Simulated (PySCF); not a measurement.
Vertical excitations of a molecule C₂H₃O₂, multiplicity 2 from TDA-CAM-B3LYP/def2-SVPD run with PySCF, as energy in eV (oscillator strength): 4.65 (0.063), 4.82 (0.000), 5.64 (0.017), 5.79 (0.001), 6.34 (0.059), 6.37 (0.000), 6.49 (0.000), 6.96 (0.004), 7.10 (0.004), 7.25 (0.001). The structure is a stationary point at B3LYP-D3(BJ)/def2-SVP. Other conformers were not sampled.

Question: Which structure fits?
A) CC([O])=O
B) CO[C]=O
C) [CH2]C(=O)O
D) [CH2]OC=O

Answer: D, [CH2]OC=O
